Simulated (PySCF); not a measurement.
Computed properties of Cd(Me) (CH3Cd), SMILES [CH3][Cd+], charge +1

CH₃Cd, SMILES [Cd+][CH3], charge +1. The structure is a stationary point at B3LYP-D3(BJ)/def2-TZVP. The spin state was assumed, not searched. The isomer is the one that the SMILES or the coordinates give; other isomers of the formula were not compared. The def2 effective core potentials stand for the cores of Cd; spin–orbit coupling is left out. Other conformers were not sampled. All values are computed for the isolated molecule unless a solvent is named; none is compared with measurement here.

**Structure.** The optimised structure has C3v symmetry. All 9 harmonic modes at B3LYP-D3(BJ)/def2-TZVP (PySCF) are real, so it is a minimum.

**Vibrations.** The strongest infrared lines (harmonic, unscaled, degenerate partners summed) lie at 1143 cm⁻¹ (106 km/mol, H 87 %, C 13 %), 773 cm⁻¹ (55 km/mol, H 92 %), 3227 cm⁻¹ (40 km/mol, H 90 %, C 10 %). The softest mode is at 385 cm⁻¹ and the zero-point energy is 22.1 kcal/mol.

**Electronic structure.** M06-2X/def2-TZVPD (PySCF) places the frontier levels at -14.75 and -8.35 eV, a gap of 6.40 eV and a mean polarisability of 42.0 bohr³.

**Excitations.** TDDFT-ωB97X/def2-TZVPD (PySCF) has S1 at 4.86 eV (255 nm, f = 0.472, bright); the most intense of the 8 singlets computed lies at 7.30 eV (f = 0.56). Strengths of degenerate partners are summed. T1 (TDA) is at 2.53 eV. No vertical singlet excitation falls in the visible range (under 3.1 eV).
